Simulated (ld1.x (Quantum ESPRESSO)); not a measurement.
**PBE PAW dataset for rubidium (Rb), scalar-relativistic all-electron reference.**

ld1.x (Quantum ESPRESSO) 7.5 input, shortened:

```
&input
   title='Rb', zed=37., rel=1, dft='PBE', iswitch=3,
   config='[Kr] 4d-2 5s1 5p0'
 /
 &inputp
   pseudotype=3, lpaw=.true., tm=.true., lloc=-2, rcloc=2.80,
   nlcc=.true., new_core_ps=.true., rcore=1.80,
   which_augfun='GAUSS', rmatch_augfun=1.35
 /
6
4S  1  0   2.00   0.00  1.90  2.20  0.0
5S  2  0   1.00   0.00  1.90  2.20  0.0
4P  2  1   6.00   0.00  2.45  3.05  0.0
5P  3  1   0.00   0.00  2.45  3.05  0.0
4D  3  2  -2.00   0.40  2.70  3.10  0.0
4D  3  2  -2.00   2.40  2.70  3.10  0.0
 &test
   configts(1)='4s2 4p6 5s1 5p0'
 /
```

(1) Estimate the cutoffs (Ry, on a coarse ladder) from which the occupation-weighted sum of valence levels, in a spherical-Bessel basis at the reference potential, stays within 10 and 1 mRy of its value at 400 Ry.

(2) What does a ghost test show?

(3) Is the overlap operator S = 1 + Σ q|β⟩⟨β| positive definite (Bessel basis up to 400 Ry)?

## Answers

(1) 10 Ry and 18 Ry.

(2) No extra level below or beside the all-electron valence levels (s, p, d, f tested).

(3) Yes: its lowest eigenvalue is 0.08 (p channel).

Its largest configuration-test error is +0.6 meV (4s2 4p6 5s0 5p1). Test run stopped at test 4 of 5 (negative rho).
